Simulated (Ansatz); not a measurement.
Ansatz (a program for electronic structure) input:

Ansatz 0.2 input:
```yaml
crystal:
  periodic: [false, false, false]
  atoms:
    - {symbol: C, position_ang: [-1.90478365, -0.06932045, 0.34453168]}
    - {symbol: S, position_ang: [-0.35085744, 0.45431882, -0.46775244]}
    - {symbol: B, position_ang: [0.86280280, -0.49024346, 0.43719908]}
    - {symbol: F, position_ang: [2.15286884, -0.43633428, 0.19594013]}
    - {symbol: H, position_ang: [-2.05182422, -1.13884478, 0.22493871]}
    - {symbol: H, position_ang: [-1.88821042, 0.19515358, 1.39789984]}
    - {symbol: H, position_ang: [-2.70737805, 0.46873868, -0.15544609]}
basis:
  gaussian:
    orbitals: def2-TZVPD
hamiltonian:
  xc: {name: LC-wPBE}
magnetization: {spin_polarized: true, initial_magnetization: 1}
output: {forces: true}
```

Predict the final energy.

-562.66751 Eh (LC-wPBE/def2-TZVPD). The basis has 187 functions.

It need not be the lowest isomer of its formula.
